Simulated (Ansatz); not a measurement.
Job for Ansatz (a first-principles code): R-RI-MP2/def2-QZVPP on H3NSeTe (SMILES N[Te][SeH]), a point of a torsion scan. Elements past Kr take the def2 small-core potentials; no spin–orbit coupling. Files ending in .json are basis or fitting sets from the Basis Set Exchange. The run froze 24 orbitals, filled d shells among them.

Ansatz 0.2 input:
```yaml
crystal:
  periodic: [false, false, false]
  atoms:
    - {symbol: N, position_ang: [-1.15983727, 0.23081265, -0.11072784]}
    - {symbol: Te, position_ang: [0.06106236, -0.90065243, 1.07534812]}
    - {symbol: Se, position_ang: [2.05801333, -0.53912741, -0.37858690]}
    - {symbol: H, position_ang: [-1.86610178, -0.32120983, -0.57769795]}
    - {symbol: H, position_ang: [-1.63550448, 0.94205726, 0.42624634]}
    - {symbol: H, position_ang: [2.13093450, 0.89805781, -0.27773971]}
basis:
  gaussian:
    orbitals: def2-QZVPP.json
    fitting: {mean_field: def2-universal-JKFIT, correlation: def2-QZVPP-RIFIT.json}
magnetization: {spin_polarized: false}
correlation: {method: mp2, electrons: outside_noble_gas}
scf: {lower_state_search: off}
```

The log:

```
WARN ansatz: RAYON_NUM_THREADS=1 ignored (pool sized by the plan → 1); use --threads N
Functional definition: HF
these checks for a lower state are left out or cut short: stability, starts, cluster_reference, orbital_swaps, neighbouring_geometries, increment
integrals: 0.48 GiB planned
615 factors; integrals over basis functions are off by at most 2.2e0 eV
mean field: 0.76 GiB planned
mean field evaluation 1: about -74097.5240 eV, gradient 3.3e1 eV
mean field evaluation 2: about -74098.9222 eV, gradient 2.3e1 eV
mean field evaluation 4: about -74099.9895 eV, gradient 1.5e0 eV
mean field evaluation 8: about -74099.9973 eV, gradient 1.9e-6 eV
mean field -74099.99728368 eV, -2723.1246733931 hartree, gradient 1.9e-6 eV, S^2 0.000000; 0 other end points of the search recorded, 0 dependent functions left out
24 core orbitals not correlated
883 factors; their error is unknown
reference -74099.99728368 eV, -2723.1246733931 hartree; 10, 10 occupied and 284, 284 virtual orbitals, 883 factors
second order -15.07173700 eV of doubles, -0.00000000 eV of singles
Total energy: -74115.06902068 eV, -2723.6785495118 hartree
Checks for a lower state left out: stability, starts, cluster_reference, orbital_swaps, neighbouring_geometries, increment
```

The calculation finished and met its thresholds.

Cost: very roughly 9 core-seconds.
